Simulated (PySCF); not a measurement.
Compound: 4-formylphenylboronic acid, C₇H₇BO₃.
Bonds: O1–C2 (double), C2–C3, C3–C4 (aromatic), C4–C5 (aromatic), C5–C6 (aromatic), C6–B7, B7–O8, B7–O9, C6–C10 (aromatic), C10–C11 (aromatic), C3–C11 (aromatic). Hydrogens: H12 on C2; H13 on C4; H14 on C5; H15 on O8; H16 on O9; H17 on C10; H18 on C11.

Method: PBE0-D3(BJ)/def2-SVP geometry optimisation, gas phase in PySCF 2.14.0; density fitting, grid level 2; the optimiser is geomeTRIC in internal coordinates, started from a GFN2-xTB structure.

Step 0: E = -14167.2971 eV
```
atom  x, y, z in Å  |  force x, y, z in eV/Å
O1      4.1757    0.1580   -0.3774   -0.012   0.058  -0.122
C2      3.3814   -0.1802    0.4640    0.243   0.001  -0.017
C3      1.9229   -0.1028    0.3413   -0.263   0.078  -0.160
C4      1.0992   -0.5388    1.3796    0.264   0.054  -0.141
C5     -0.2725   -0.4625    1.2533   -0.269   0.055  -0.106
C6     -0.8649    0.0493    0.0963   -0.498  -0.007   0.023
B7     -2.4370    0.1322   -0.0406    0.288  -0.019   0.044
O8     -2.9526    0.6403   -1.1854    0.166   0.180  -0.429
O9     -3.1914   -0.3093    0.9950    0.066  -0.193   0.440
C10    -0.0296    0.4837   -0.9360   -0.122  -0.023   0.067
C11     1.3425    0.4107   -0.8203    0.118  -0.039   0.073
H12     3.7251   -0.5923    1.4354    0.163  -0.143   0.319
H13     1.5437   -0.9375    2.2810    0.210  -0.175   0.402
H14    -0.9129   -0.7991    2.0543   -0.263  -0.171   0.398
H15    -3.9066    0.6854   -1.2607   -0.120  -0.026   0.066
H16    -4.1436   -0.2570    0.9029   -0.104   0.040  -0.085
H17    -0.4807    0.8811   -1.8322   -0.171   0.194  -0.445
H18     1.9926    0.7452   -1.6155    0.303   0.136  -0.327
```

**Question.** Estimate the geometry and energy of step 1. (The exact step hangs on the optimiser's Hessian estimate; all steps are aligned on step 0, rigid shifts and turns removed.)

**Answer.** E = -14167.3352 eV, largest force 0.072 eV/Å
```
atom  x, y, z in Å  |  force x, y, z in eV/Å
O1      4.1698    0.1779   -0.3748    0.017  -0.005   0.004
C2      3.3872   -0.1797    0.4694   -0.004   0.010  -0.005
C3      1.9157   -0.1015    0.3375    0.060  -0.020   0.034
C4      1.0979   -0.5423    1.3819   -0.004  -0.020   0.048
C5     -0.2856   -0.4681    1.2599   -0.023  -0.018   0.039
C6     -0.8751    0.0464    0.0963    0.028   0.002   0.001
B7     -2.4337    0.1316   -0.0392   -0.049   0.003  -0.008
O8     -2.9429    0.6399   -1.1985   -0.010  -0.026   0.053
O9     -3.1880   -0.3072    1.0103    0.001   0.024  -0.050
C10    -0.0386    0.4851   -0.9449   -0.033   0.022  -0.056
C11     1.3422    0.4137   -0.8310    0.017   0.021  -0.042
H12     3.7436   -0.6079    1.4433   -0.009   0.006  -0.019
H13     1.5544   -0.9444    2.2929   -0.008   0.014  -0.032
H14    -0.9281   -0.8123    2.0750    0.013   0.012  -0.024
H15    -3.9018    0.6784   -1.2521    0.006   0.003  -0.005
H16    -4.1400   -0.2411    0.8955    0.005  -0.003   0.005
H17    -0.4926    0.8875   -1.8550    0.010  -0.015   0.031
H18     2.0067    0.7505   -1.6315   -0.016  -0.010   0.026
```

The energy changes by -0.0382 eV. The first-order estimate −F·Δx gives -0.0811 eV and the mean of the old and new forces, exact on a quadratic surface, -0.0385 eV. The step makes an angle of 43° with the force vector and moves no atom by more than 0.029 Å.

The cost below is that of the whole optimisation. The run took 82 s of wall time on Arm Neoverse V2, one thread, shared host, and the process peaked at 0.86 GiB of memory.
